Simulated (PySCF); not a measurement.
This PySCF input asks for the NMR shieldings of SMILES Cl[C@@]([C@@H](CC)C)(C)CC, C8H17Cl; the geometry comes from GFN2-xTB.

```python
import basis_set_exchange as bse
import numpy as np
from pyscf import gto, dft
from pyscf.prop import nmr

atoms = """
C     3.169062    0.586373    0.334795
C     1.799835    0.142148    0.838423
C     0.751323    0.092189   -0.285459
C     0.915595   -1.202559   -1.084429
C    -0.691999    0.275596    0.237070
C    -1.083331   -0.734392    1.305970
Cl   -0.746663    1.914305    1.010214
C    -1.697397    0.300537   -0.920471
C    -3.130618    0.636189   -0.520319
H     3.885061    0.592098    1.153534
H     3.544898   -0.080590   -0.437799
H     3.115481    1.591728   -0.077187
H     1.889239   -0.845487    1.295371
H     1.477530    0.845037    1.607709
H     0.946747    0.933849   -0.960182
H     0.625411   -2.066251   -0.491654
H     1.958311   -1.323536   -1.365589
H     0.327713   -1.189626   -1.997767
H    -1.187667   -1.721733    0.861774
H    -0.335664   -0.777556    2.092686
H    -2.032245   -0.456993    1.756930
H    -1.693843   -0.682511   -1.393953
H    -1.356029    1.032440   -1.656259
H    -3.741299    0.734800   -1.414582
H    -3.169775    1.574010    0.026907
H    -3.560721   -0.147452    0.097542
"""
names = dict.fromkeys(["C", "Cl", "H"], "pcSseg-1")
basis = {el: gto.basis.parse(bse.get_basis(n, elements=[el], fmt="nwchem")) for el, n in names.items()}
mol = gto.M(atom=atoms, basis=basis, charge=0, verbose=0)
mf = dft.RKS(mol, xc="PBE0")
mf.grids.level = 2
mf.grids.alignment = dft.numint.BLKSIZE   # the property module wants whole blocks of grid points
mf.conv_tol = 1e-9
mf.kernel()

calc = nmr.RKS(mf)   # GIAO
C = mf.mo_coeff
Co = C[:, mf.mo_occ > 0]
resp = mf.gen_response(singlet=True, hermi=2)
def vind(x):   # induced exchange potential for any number of trial vectors
    d = np.einsum("pi,xij,qj->xpq", C, 2 * x.reshape(-1, C.shape[1], Co.shape[1]), Co, optimize=True)
    return np.einsum("xpq,pi,qj->xij", resp(d - d.transpose(0, 2, 1)), C, Co, optimize=True).ravel()
mo1, _ = nmr.rhf.solve_mo1(calc, with_cphf=vind)
sigma = calc.kernel(mo1)
for i, s in enumerate(sigma):   # ppm
    w = np.linalg.eigvalsh((s + s.T) / 2)
    print("%2d %-2s iso %8.1f  s11 %8.1f  s22 %8.1f  s33 %8.1f" % (i, mol.atom_pure_symbol(i), w.mean(), *w))
```

Problem. What does it print?

Solution. 
```
 0 C  iso    171.5  s11    156.0  s22    170.0  s33    188.3
 1 C  iso    157.2  s11    148.0  s22    151.2  s33    172.4
 2 C  iso    133.9  s11    116.7  s22    128.9  s33    156.0
 3 C  iso    170.9  s11    157.0  s22    168.7  s33    187.1
 4 C  iso    104.4  s11     70.3  s22     95.5  s33    147.5
 5 C  iso    164.6  s11    145.3  s22    160.5  s33    188.0
 6 Cl iso    737.4  s11    488.9  s22    674.5  s33   1048.7
 7 C  iso    147.1  s11    133.4  s22    139.6  s33    168.2
 8 C  iso    175.2  s11    165.5  s22    172.4  s33    187.6
 9 H  iso     30.5  s11     25.4  s22     27.4  s33     38.6
10 H  iso     30.6  s11     25.3  s22     30.0  s33     36.5
11 H  iso     30.9  s11     26.0  s22     29.4  s33     37.2
12 H  iso     30.8  s11     26.0  s22     31.2  s33     35.2
13 H  iso     29.2  s11     22.7  s22     31.4  s33     33.5
14 H  iso     30.4  s11     27.5  s22     30.7  s33     32.9
15 H  iso     31.3  s11     26.9  s22     30.2  s33     36.7
16 H  iso     30.5  s11     24.7  s22     29.9  s33     37.0
17 H  iso     30.6  s11     24.8  s22     30.0  s33     37.0
18 H  iso     30.9  s11     26.1  s22     28.5  s33     37.9
19 H  iso     30.3  s11     25.6  s22     30.1  s33     35.2
20 H  iso     30.1  s11     25.8  s22     29.3  s33     35.3
21 H  iso     29.9  s11     23.5  s22     31.6  s33     34.5
22 H  iso     30.2  s11     25.1  s22     30.4  s33     35.0
23 H  iso     30.7  s11     25.5  s22     27.5  s33     39.0
24 H  iso     29.9  s11     23.8  s22     31.3  s33     34.5
25 H  iso     30.7  s11     25.5  s22     29.7  s33     37.0
```

These numbers come from an equivalent density-fitted implementation of the same equations, which agrees with the script to about 0.01 ppm for H and up to a few tenths of a ppm for heavy atoms, so last digits may differ.

Problem. Turn these shieldings into chemical shifts. Scale: ¹³C (186.93 ppm) and ¹H (31.72 ppm) vs TMS; ³⁵Cl (949.78 ppm) vs HCl (reference shieldings calculated alike).

Solution. Averaging equivalent atoms: C 4: 82.5; C 2: 53.1; C 7: 39.9; C 1: 29.7; C 5: 22.3; C 3: 16.0; C 0: 15.5; C 8: 11.8; Cl 6: 212; H 13: 2.50; H 21: 1.84; H 22: 1.53; H 14: 1.33; H 18/19/20: 1.29; H 23/24/25: 1.29; H 9/10/11: 1.05; H 15/16/17: 0.92; H 12: 0.89 ppm. 

Size and cost of the density-fitted run: 245 basis functions, 61 s wall time on 1 thread of an Arm Neoverse V1, shared host; peak memory 1.1 GiB.
